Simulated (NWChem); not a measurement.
methylammonium (CH$_{6}$N cation); SMILES C[NH3+]

```xyz
8

C      0.0000     0.0000     0.8146
N      0.0000     0.0000    -0.7025
H     -1.0168     0.1956     1.1548
H      0.6778     0.7828     1.1548
H      0.3391    -0.9784     1.1548
H     -0.6253    -0.7236    -1.0803
H      0.9394    -0.1797    -1.0803
H     -0.3140     0.9034    -1.0803
```
Atoms are numbered in this order, from 1.

All runs: NWChem. Geometry optimised at B3LYP/6-31G*; all other runs use it. Pople sets run with spherical d functions.

```csv
quantity,level,value
"cavity-dispersion-structure term (kcal/mol) in 1,4-dioxane","PBE/def2-SVP, SMD",0.9
isotropic polarisability (bohr³) at 1065 nm,PBE0/Sadlej pVTZ,20.4
"first 1s excitation (eV), N K edge, unshifted","BHandHLYP/def2-TZVP, TDA",402.7
"charge (e), Mulliken N2",B3LYP/def2-SVP,-0.02
highest harmonic frequency (cm⁻¹),B3LYP/6-31G*,3473
```
